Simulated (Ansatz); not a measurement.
## Reading a saddle point

A first-order saddle point of SiH$_{6}$SeS, closed shell, PBE0-D4/def2-TZVP, with one imaginary mode of 461i cm⁻¹:

```
9
angstrom
Si -0.8227 -0.5195 -0.1928
S 0.9861 -0.2547 1.4186
H -0.5766 -1.3947 -1.3635
H -1.3667 -1.4980 0.8128
H -1.9226 0.4787 -0.2306
H 1.2439 0.8543 0.5043
Se 0.6063 1.3859 -1.3457
H 0.1940 0.4623 2.2352
H 1.6587 0.4857 -1.8381
```

Ansatz 0.2.0; basis: def2-TZVPP and def2-QZVPP; cores frozen in the correlated methods. Filled d shells of the heavier atoms are correlated. The def2 sets are not built for correlating such inner shells, so the correlated values are less sure here. Extrapolation: Hartree–Fock as exp(−7.88 √X), correlation as X^−2.97.

Which contacts change along the imaginary mode, and what lies on either side? (A judgement: the text doesn't fix the answer.)

The calculation gives: The step is SiH₄S ([SiH3][SH]) + H₂Se → SiH₄Se ([SiH3][SeH]) + H₂S, with the molecules in contact on both sides. Shortening one way: Si1–Se7, S2–H6; lengthening the same way: Si1–S2, H6–Se7.
```json
{"pair": "Si1–Se7", "one side (Å)": "4.11", "saddle (Å)": "2.65", "other side (Å)": "2.28"}
{"pair": "S2–H6", "one side (Å)": "2.77", "saddle (Å)": "1.46", "other side (Å)": "1.35"}
{"pair": "Si1–S2", "one side (Å)": "2.14", "saddle (Å)": "2.44", "other side (Å)": "4.46"}
{"pair": "H6–Se7", "one side (Å)": "1.47", "saddle (Å)": "2.03", "other side (Å)": "2.83"}
```

Which side is lower, and how far does the saddle lie above each? (Judge from chemistry; the value comes from the calculation.)

The calculation gives: The side with Si1–Se7, S2–H6 short is lower by 0.060 eV; the saddle lies 1.768 eV above it and 1.708 eV above the other (CCSD(T) at an estimated basis limit (MP2 extrapolated from triple and quadruple zeta, plus CCSD(T) − MP2 in triple zeta); electronic energies).

T1 diagnostic: at most 0.012.

Labels in which every atom is bracketed show which atoms are joined, not bond orders.

For scale, one of the runs: CCSD(T)/def2-TZVPP, 216 basis functions, launched by `ansatz run in.yaml --threads 4 --pin off --events-out ev --progress --plain --max-ram 9574MiB`. The run took 96 s on 4 CPU threads of a Oxide Virtual Turin-like (shared host), with 3 GiB of host memory at its peak.
